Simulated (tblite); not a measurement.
Compound: C7H16NP.
Cartesian coordinates in Å at the GFN2-xTB level; atoms count from 1:
```
atom  x, y, z in Å
C1     2.5914   -0.8342    0.1617
C2     1.3548   -0.5353    0.9944
P3     0.0754    0.2916   -0.0918
N4     0.4701    1.5177   -0.9721
C5     0.9930    2.7819   -0.4983
C6    -1.4328    0.3240    1.0190
C7    -2.2122   -0.9255    0.6255
C8    -2.0765   -1.0659   -0.8903
C9    -0.5866   -0.9903   -1.2181
H10    3.3958   -1.2309    0.7792
H11    2.3623   -1.5588   -0.6180
H12    2.9375    0.0766   -0.3241
H13    0.9427   -1.4425    1.4390
H14    1.5969    0.1607    1.8035
H15    0.2755    3.3322    0.1190
H16    1.2080    3.3835   -1.3833
H17    1.9205    2.6796    0.0745
H18   -1.9966    1.2257    0.7630
H19   -1.1886    0.3561    2.0810
H20   -1.7778   -1.8030    1.1096
H21   -3.2597   -0.8564    0.9252
H22   -2.5943   -0.2338   -1.3710
H23   -2.5201   -1.9980   -1.2450
H24   -0.3927   -0.6820   -2.2443
H25   -0.0970   -1.9487   -1.0294
```

Calculated harmonic vibrations of the isolated species, GFN2-xTB (tblite), most abundant isotopes, no scaling. The method is semi-empirical: single wavenumbers can be off by several per cent or more. One conformer, not necessarily the lowest.

Harmonic wavenumbers (cm⁻¹): 60.4, 79.0, 102.2, 121.3, 124.8, 140.2, 171.5, 221.0, 259.7, 279.0, 309.7, 359.2, 448.6, 492.1, 607.0, 685.5, 700.6, 755.0, 763.0, 818.4, 893.7, 916.9, 932.1, 947.1, 965.4, 995.1, 1013.7, 1038.3, 1071.9, 1085.2, 1091.7, 1110.0, 1114.8, 1177.0, 1198.7, 1214.1, 1234.1, 1245.0, 1252.5, 1294.9, 1314.2, 1326.5, 1407.6, 1419.4, 1423.0, 1435.3, 1445.6, 1481.0, 1488.4, 1491.8, 1495.7, 1497.7, 1499.7, 2899.1, 2920.2, 2935.4, 2945.8, 2948.2, 2962.2, 2966.0, 2975.2, 2978.0, 2982.4, 2983.7, 2987.6, 3001.9, 3015.0, 3020.4, 3029.7.

A = 1785, B = 1113, C = 911.1 MHz; mass 145.102 u (most abundant isotopes); point group C1, symmetry number 1.

Problem. Zero-point energy?

Solution. Half the sum of the wavenumbers: 47784 cm⁻¹ = 571.62 kJ/mol.

Problem. Give the ideal-gas entropy at 200 K and 1 bar in the rigid-rotor, harmonic-oscillator model (classical rotation).

Solution. Translation 162.63, rotation 118.72, vibration 98.49: S = 379.8 J/(mol K).

Problem. And Cp and H(200 K) − H(0)?

Solution. Cp = 137.63 J/(mol K), of which vibrations give 104.37 (their classical limit is 69 R = 573.7); H(200 K) − H(0) = 17.63 kJ/mol without the zero-point energy, 10.98 from vibrations.

Problem. Which modes carry the vibrational entropy at 200 K?

Solution. 60.4 cm⁻¹: 15.31; 79.0 cm⁻¹: 13.12; 102.2 cm⁻¹: 11.06; 121.3 cm⁻¹: 9.71; 124.8 cm⁻¹: 9.48; 140.2 cm⁻¹: 8.59 J/(mol K); the other 63 give 31.22 together.

Problem. What must be added to the electronic energy to get the Gibbs energy at 200 K and 1 bar?

Solution. ZPE + [H(200 K) − H(0)] − T·S = 571.62 + 17.63 − 75.97 = 513.28 kJ/mol.

Problem. How do the functions run with temperature in this model?

Solution. 
```json
{"T (K)": "150", "S (J/(mol K))": "343.5", "Cp (J/(mol K))": "116.0", "H − H(0) (kJ/mol)": "11.29", "G − H(0) (kJ/mol)": "-40.24", "ln q(vib)": "3.58"}
{"T (K)": "250", "S (J/(mol K))": "413.1", "Cp (J/(mol K))": "161.7", "H − H(0) (kJ/mol)": "25.10", "G − H(0) (kJ/mol)": "-78.17", "ln q(vib)": "6.88"}
{"T (K)": "298.15", "S (J/(mol K))": "443.7", "Cp (J/(mol K))": "187.0", "H − H(0) (kJ/mol)": "33.49", "G − H(0) (kJ/mol)": "-98.80", "ln q(vib)": "8.42"}
{"T (K)": "400", "S (J/(mol K))": "506.4", "Cp (J/(mol K))": "241.8", "H − H(0) (kJ/mol)": "55.34", "G − H(0) (kJ/mol)": "-147.21", "ln q(vib)": "11.65"}
{"T (K)": "600", "S (J/(mol K))": "622.3", "Cp (J/(mol K))": "331.1", "H − H(0) (kJ/mol)": "113.13", "G − H(0) (kJ/mol)": "-260.25", "ln q(vib)": "17.93"}
{"T (K)": "900", "S (J/(mol K))": "774.7", "Cp (J/(mol K))": "419.6", "H − H(0) (kJ/mol)": "226.79", "G − H(0) (kJ/mol)": "-470.45", "ln q(vib)": "27.01"}
```

q(vib) and H(0) count from the zero-point level.

Hindered rotation and anharmonicity are outside this model. Other conformers, if any are populated, would add a mixing term that is left out. The structure is chiral; the term R ln 2 for an equal mix with its mirror image is left out.
